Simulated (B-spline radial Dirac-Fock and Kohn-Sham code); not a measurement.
**K-line shifts caused by a second vacancy in Tm⁵⁰⁺**

System: thulium as Tm⁵⁰⁺ in the configuration [Ar] 3d1.

These are calculated numbers from a radial atomic solver; the model is ΔSCF Dirac-Fock with Breit, self-energy and vacuum polarisation, finite nucleus, configuration average. Each two-hole energy is an average over J within one jj subconfiguration, not an observable level; in light atoms, where LS coupling holds, the j-resolved values are not observed lines, and for a K spectator the Kα1 hypersatellite is nearly forbidden. No correlation.

Lines without a spectator: Kα2 (K-L2) 49847.4 eV, Kα1 (K-L3) 50833.3 eV, Kβ3 (K-M2) 57833.1 eV, Kβ1 (K-M3) 58079.5 eV. Shifts in eV with one spectator hole (a dash: not computed, or left out as unreliable):

```tsv
spectator hole	Kα2	Kα1	Kβ3	Kβ1
K (1s)	+888.3	+946.5	+1158.3	+1173.6
L2 (2p1/2)	+115.1	+152.1	–	+303.5
L3 (2p3/2)	+93.8	+100.9	+240.9	–
M2 (3p1/2)	–	+29.12	+62.4	+72.1
M3 (3p3/2)	+18.16	–	+56.8	+57.7
```
